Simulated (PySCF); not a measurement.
**Sb⁺: ionisation energy**

Sb⁺ [Kr] 4d10 5s2 5p2 [5p1/2^2, M_J = 0] → Sb²⁺ [Kr] 4d10 5s2 5p1 [5p1/2^1, M_J = 1/2], as a difference of total energies. Calculation: PySCF 2.14, in x2c-TZVPall-2c (8s9p5d2f, 74 functions); the two-component X2C-1e Hamiltonian. Correlated levels: [Ar] 3d10 frozen; the 6 highest virtual spinors dropped. "Screened" scales the spin-orbit matrix elements by Boettger's factors to mimic the two-electron term; Breit and QED terms are absent.

```
                    method  ionisation energy (eV)
           GHF (spin-free)                  15.917
          GMP2 (spin-free)                  16.520
 GHF (screened spin-orbit)                  15.309
GMP2 (screened spin-orbit)                  16.179
```

The spin-free rows relax to the high-spin LS determinant and lack the spin-orbit shift.

Errors of the correlated levels include the incompleteness of this basis and the frozen core.

The labels give the starting determinants; with spin-orbit coupling the two ends relaxed to ⟨J²⟩ = 0.00, ⟨L²⟩ = 1.35, ⟨S²⟩ = 1.35 and ⟨J²⟩ = 0.77, ⟨L²⟩ = 2.05, ⟨S²⟩ = 0.78.

**Question.** Which method comes closest to the reference value, and which is furthest?

**Answer.** The reference is 16.626 ± 0.025 eV (measured; NIST Atomic Spectra Database, ionization energies). Closest: GMP2 (spin-free) (error -0.106 eV); furthest: GHF (screened spin-orbit) (error -1.317 eV).
